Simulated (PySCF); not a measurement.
Constitutional and geometric isomers with formula C3H4O. Isolated molecules, 0 K electronic values unless said otherwise. One relaxed conformer stands for each flexible species; it need not be the lowest. Strings in code marks are SMILES.

All values below come from B3LYP-D3(BJ)/def2-TZVP // M06-2X/def2-TZVP in PySCF 2.14.0. All candidates: neutral, multiplicity 1. B3LYP has the VWN-RPA correlation part, as in Gaussian. Delta-SCF ions had no search for a lower state. Excitations are Tamm–Dancoff values on a coarser integration grid. The basis has no diffuse functions, so Rydberg states are missing or too high.

```json
{
  "HOMO": "-6.35 eV",
  "T1 excitation (TDA)": "4.57 eV",
  "vertical ionisation energy (Delta-SCF)": "8.93 eV"
}
```

Task: Which member has these values?
(A) `CC#CO`
(B) `CC1=CO1`
(C) `OC1=CC1` (H–O–C–C torsion 180°)
(D) `O=C1CC1`

Result: C, `OC1=CC1` (H–O–C–C torsion 180°). The others give `O=C1CC1`: -6.75 eV, 3.25 eV, 9.44 eV; `CC#CO`: -6.52 eV, 5.32 eV, 9.20 eV; `CC1=CO1`: -5.22 eV, 2.73 eV, 8.00 eV
